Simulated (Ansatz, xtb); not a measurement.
## GeH12Si4: 4 structures ranked

4 gas-phase structures of GeH12Si4, from a drawn sample of its isomers (lower ones may exist). Each was relaxed with GFN2-xTB; where two conformers were screened, the lower at r2SCAN-D4/def2-SVP is listed:

A. `[SiH3][Si]([SiH3])([SiH3])[GeH3]`, a singlet
B. `[SiH3][SiH]([SiH3])[SiH2][GeH3]`, a singlet
C. `[SiH3][SiH2][SiH2][SiH2][GeH3]`, a singlet
D. `[SiH3][SiH2][SiH]([SiH3])[GeH3]`, a singlet

Question: Which do you expect lowest at r2SCAN-D4/def2-SVP, and how would the others follow?

Answer: Calculated order at r2SCAN-D4/def2-SVP: A (0.0), B (11.8), D (13.2), C (19.0) kJ/mol. Less than 1 kcal/mol parts B and D, so the order within that pair means little.

Energies above the lowest of each column, in kJ/mol; the last columns are at PBE0-D3(BJ)/def2-SVP geometries:

```
structure  GFN2-xTB  HF/STO-3G  r2SCAN-D4/def2-SVP  PBE0-D3(BJ)/def2-SVP  CCSD(T)/def2-SVP + ΔMP2/def2-TZVPP
        A       7.2        3.6                 0.0                   0.0                                 0.0
        B       0.0        1.2                11.8                  10.7                                11.1
        D       3.2        0.3                13.2                  11.5                                11.3
        C       0.1        0.0                19.0                  16.2                                16.7
```

CCSD(T)/def2-SVP + ΔMP2/def2-TZVPP puts A lowest; GFN2-xTB picks B, HF/STO-3G picks C. Flexible structures stand in one conformer each, not always the lowest. ΔMP2 is the change of the MP2 energy from the smaller to the larger basis.

Over these structures GFN2-xTB departs from r2SCAN-D4/def2-SVP by 7.8 kJ/mol on average once a common shift is removed. A GFN2-xTB relaxation took about 0.52 s and the r2SCAN-D4/def2-SVP energy about 8.7 s on a shared host (Ansatz 0.2.0, xtb 6.7.1).
